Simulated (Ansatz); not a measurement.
Isomers of GeTe$_{2}$ (singlet), relaxed with r2SCAN-D4/def2-TZVP; total energies from Ansatz at CCSD(T)/def2-TZVPP.

```json
{"isomer": "A", "description": "point group D∞h; 2 × Ge–Te 2.33 Å", "energy (Eh)": "-2610.55985"}
{"isomer": "B", "description": "point group C2v; 2 × Ge–Te 2.56 Å; 1 × Te–Te 2.80 Å", "energy (Eh)": "-2610.56218"}
```

In the def2 sets Te takes a core potential; there is no spin–orbit coupling. Correlated methods freeze 17 core orbitals; core or outer-core shells of Ge, Te are correlated, in sets that lack core-valence functions.

The isomers come from a short search, and lower ones may exist.

Work out the relative energies (1 Eh = 2625.5 kJ/mol) and the Boltzmann populations at 1200 K from electronic energies alone (R = 8.314 J/mol/K).

ΔE: A 6.1, B 0.0 kJ/mol. RT = 9.98 kJ/mol. Factors exp(−ΔE/RT): A 0.543, B 1; sum 1.543. Populations: A 35.2 %, B 64.8 %. Zero-point energy, vibrational entropy and symmetry numbers are left out and can shift these; an error of 4 kJ/mol changes a ratio by a factor of 1.5. Over the other density-functional and correlated levels in def2 sets, the gap between B and A ranges from 11 to 25 kJ/mol.
